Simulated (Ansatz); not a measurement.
CoH, triplet: CASSCF and its corrections

Computed with Ansatz's Gaussian-basis code (development build). Basis def2-SVP, nonrelativistic, 5 orbitals frozen in the corrections. State-specific CASSCF; RHF is the lowest restricted (open-shell) Hartree–Fock solution met. Letters tell apart solutions met in one space. Small basis; these aren't basis-limit values. Solutions may break the symmetry of the shape. The lowest solution met needn't be the lowest there is, nor hold the orbitals that a chemist would pick.

Geometry: bond length 1.4085 Å.

CASSCF less RHF, in eV, and natural occupations:

| CAS | CASSCF | occupations |
| --- | --- | --- |
| (10,7) a | -1.908 | 2.00, 2.00, 2.00, 1.59, 1.00, 1.00, 0.41 |
| (10,7) b | -1.846 | 1.99, 1.97, 1.97, 1.66, 1.03, 1.03, 0.35 |

**Question.** What totals less RHF do the corrections give on each solution?

**Answer.** 

```json
{"CAS": "(10,7) a", "SC-NEVPT2": "-9.751"}
{"CAS": "(10,7) b", "SC-NEVPT2": "-9.824"}
```

**Question.** In CAS(10,7), is the solution lowest in CASSCF also lowest after SC-NEVPT2?

**Answer.** No: (10,7) b is lowest after SC-NEVPT2, 0.07 eV under (10,7) a, which leads in CASSCF.
